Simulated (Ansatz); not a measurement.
Cost and result up the ladder for Sn(OAc)Me3 (C₅H₁₂O₂Sn) (20 atoms). The state is a singlet with charge 0. Geometry: r2SCAN-D4/def2-SVP.

| atom | x (Å) | y (Å) | z (Å) |
| --- | --- | --- | --- |
| Sn1 | -0.319 | 0.822 | 0.161 |
| O2 | 0.260 | -1.135 | 0.690 |
| C3 | 0.676 | -1.693 | -0.420 |
| C4 | 1.145 | -3.116 | -0.281 |
| O5 | 0.677 | -1.081 | -1.488 |
| H6 | 1.484 | -3.505 | -1.248 |
| H7 | 0.324 | -3.736 | 0.111 |
| H8 | 1.960 | -3.165 | 0.457 |
| C9 | -1.997 | 0.683 | -1.170 |
| H10 | -1.639 | 0.597 | -2.204 |
| H11 | -2.651 | 1.561 | -1.064 |
| H12 | -2.572 | -0.220 | -0.915 |
| C13 | 1.431 | 1.882 | -0.487 |
| H14 | 1.336 | 2.957 | -0.271 |
| H15 | 1.579 | 1.722 | -1.563 |
| H16 | 2.302 | 1.487 | 0.056 |
| C17 | -0.920 | 1.410 | 2.147 |
| H18 | -0.066 | 1.328 | 2.836 |
| H19 | -1.727 | 0.753 | 2.504 |
| H20 | -1.281 | 2.450 | 2.150 |

Ansatz on 4 threads of Intel Xeon on a shared host. Times are rough, and most runs start from the orbitals of an earlier one. ωB97X-V/def2-TZVP serves as the yardstick here, not as an exact answer. Differences are given only for rows in sets of like size (and for xTB, whose basis is part of the method), since another set adds its own error. Binding counts from free atoms at the same level (Sn triplet, O triplet, C triplet, H doublet; other spins of the atoms weren't run), without zero-point energy or a counterpoise term.

In the def2 sets Sn takes a core potential, while STO-3G treats all electrons; there is no spin–orbit coupling. Correlated methods freeze 11 core orbitals; core or outer-core shells of Sn are correlated, in sets that lack core-valence functions. The rows differ in basis, and correlated rows in double-zeta sets carry the largest basis error.

Correlated methods converge slowly with the basis, most of all in double-zeta sets.

```tsv
level	functions	wall time	binding energy per atom (eV)	difference from ωB97X-V/def2-TZVP (eV)
HF/STO-3G	74	1.8 s	3.65	–
PBE-D4/def2-SVP	184	4.2 s	4.16	–
PBE0-D4/def2-SVP	184	6.5 s	4.08	–
PBE-D4/def2-TZVP (with forces)	339	11 s	4.13	0.08
r2SCAN-D4/def2-TZVP	339	14 s	4.06	0.00
PBE0-D4/def2-TZVP	339	19 s	4.05	0.00
r2SCANh-D4/def2-TZVP	339	22 s	4.03	-0.02
MP2/def2-TZVP	339	22 s	3.97	-0.09
r2SCAN0-D4/def2-TZVP	339	23 s	3.99	-0.06
ωB97X-V/def2-TZVP	339	31 s	4.05	0.00
CCSD(T)/def2-SVP	184	3.6 min	3.86	–
```
